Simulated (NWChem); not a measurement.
Molecule: BNH$_{3}$OF; SMILES NB(O)F

```xyz
7

B     -0.0072    -0.0139     0.0000
F      1.1991    -0.6125     0.0000
O     -1.1324    -0.7805     0.0000
H     -0.9236    -1.7190     0.0000
N     -0.0797     1.3852     0.0000
H     -0.9588     1.8804     0.0000
H      0.7435     1.9684     0.0000
```
Atoms are numbered in this order, from 1.

Coordinates come from a PBE0/def2-SVP optimisation.

Symmetry labels are those of Cs in the frame above (b1 and b2, or b-type labels, depend on it). States above −ε(HOMO) = 8.1 eV lie in this functional's continuum and hang on the basis.

Task: List the 4 lowest vertical singlet excitations from PBE0/def2-SVPD, TDA (NWChem).

Result: 
| state | energy (eV) | oscillator strength | symmetry | leading excitation (squared amplitude) |
|---|---|---|---|---|
| S1 | 6.92 | 0.018 | a" | HOMO → LUMO (0.97) |
| S2 | 8.05 | 0.032 | a" | HOMO → LUMO+1 (0.94) |
| S3 | 8.85 | 0.000 | a" | HOMO → LUMO+2 (0.49) |
| S4 | 9.04 | 0.030 | a" | HOMO−1 → LUMO (0.79) |
